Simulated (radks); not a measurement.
Polarisability of neutral selenium, [Ar] 3d10 4s2 4p4, at imaginary frequency. Calculated with a radial shooting solver on a logarithmic mesh with Libxc functionals: non-relativistic Kohn-Sham, LDA (Slater exchange, Perdew-Wang correlation), spin-unpolarised, spherical densities, point nucleus. Response by self-consistent Sternheimer equations with the Hartree and adiabatic LDA kernel.

w (hartree)  alpha1(iw) (bohr^3)
0.00266                    27.99
0.0143                     27.94
0.0360                     27.69
0.0697                     26.92
0.118                      25.19
0.186                      22.19
0.280                      18.05
0.413                      13.38
0.605                      8.980
0.892                      5.444
1.35                       2.991
2.12                       1.501
3.59                      0.6854
6.94                      0.2642
17.5                     0.06287

Static values: alpha1 = 27.99 bohr^3 (4.148 angstrom^3; uncoupled 41.89). C6 = 235.4, triple-dipole C9 = 4716 atomic units. One-pole (London) frequency 4 C6 / (3 alpha1^2) = 0.401 hartree, against 0.246 for minus the highest occupied eigenvalue. The dipole shielding factor is 1.000, as the force sum rule N/Z = 1.000 demands. Recommended static value: 28.9 bohr^3 (Schwerdtfeger and Nagle, 2023 table).

Beside tabulated values, note that spin-unpolarised runs miss the spin-polarisation part of the exchange energy of open shells.
